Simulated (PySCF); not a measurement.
```
wavenumber (cm⁻¹)  absorption (km/mol per cm⁻¹)
                0                         0.009
               21                         0.014
               42                         0.029
               63                         0.087
               84                         0.207
              105                         0.066
              126                         0.025
              147                         0.013
              168                         0.009
              189                         0.007
              210                         0.005
              231                         0.005
              253                         0.004
              274                         0.004
              295                         0.004
              316                         0.004
              337                         0.004
              358                         0.004
              379                         0.004
              400                         0.005
              421                         0.005
              442                         0.005
              463                         0.006
              484                         0.006
              505                         0.006
              526                         0.007
              547                         0.007
              568                         0.008
              589                         0.009
              610                         0.010
              631                         0.011
              652                         0.012
              673                         0.014
              694                         0.016
              715                         0.018
              736                         0.020
              758                         0.024
              779                         0.028
              800                         0.034
              821                         0.042
              842                         0.052
              863                         0.068
              884                         0.091
              905                         0.128
              926                         0.193
              947                         0.324
              968                         0.644
              989                         1.724
             1010                         5.963
             1031                         3.172
             1052                         0.990
             1073                         0.474
             1094                         0.256
             1115                         0.158
             1136                         0.108
             1157                         0.078
             1178                         0.059
             1199                         0.047
             1220                         0.038
             1241                         0.031
```

This is the computed harmonic infrared spectrum of doublet IrO₂, Lorentzian lines of 31 cm⁻¹ full width. Computed with UPBE0/[Ir def2-TZVP with ECP60, O def2-TZVP], scalar-relativistic core potentials, density fitting, no spin–orbit coupling, PySCF.

Question: Which bands make it up, and how are they assigned?

Answer: In C2v symmetry, counting bands above 1 % of the strongest: 82 cm⁻¹ (a1, bend, 10 km/mol); 1015 cm⁻¹ (b2, stretch, 320 km/mol).

Other isomers or separated fragments may lie lower. With open d or f shells other occupations or spin states may lie lower. Spin–orbit coupling, left out here, can matter for elements this heavy.
